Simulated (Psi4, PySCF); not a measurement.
Here is a job for Psi4.
```
memory 2 GB

molecule mol {
-1 1
  O     1.133934   -0.595474    0.060069
  C    -0.172049    0.046248   -0.010546
  O    -0.117490    1.273465    0.033117
  O    -1.108087   -0.728969   -0.101257
  H     1.765446    0.130336    0.127853
}

set basis aug-cc-pvdz
set reference rks
set scf_type pk
set puream true
set d_convergence 1e-8
set dft_radial_points 99
set dft_spherical_points 590

energy('wb97x-v')
print_variables()
```

### Question
Give the equivalent PySCF input.

### Answer
One answer among several that fit: 
```python
from pyscf import gto, scf, dft

mol = gto.Mole()
mol.atom = '''
    O     1.133934   -0.595474    0.060069
    C    -0.172049    0.046248   -0.010546
    O    -0.117490    1.273465    0.033117
    O    -1.108087   -0.728969   -0.101257
    H     1.765446    0.130336    0.127853
'''
mol.basis = 'aug-cc-pvdz'
mol.charge = -1
mol.spin = 0
mol.verbose = 4
mol.build()

mf = dft.RKS(mol)
mf.xc = 'wb97x_v'
mf.grids.atom_grid = (99, 590)
mf.grids.prune = None
mf.kernel()
```

Both were run: Psi4 gave -264.418294 Eh and PySCF -264.418292 Eh, 0.003 mEh apart.
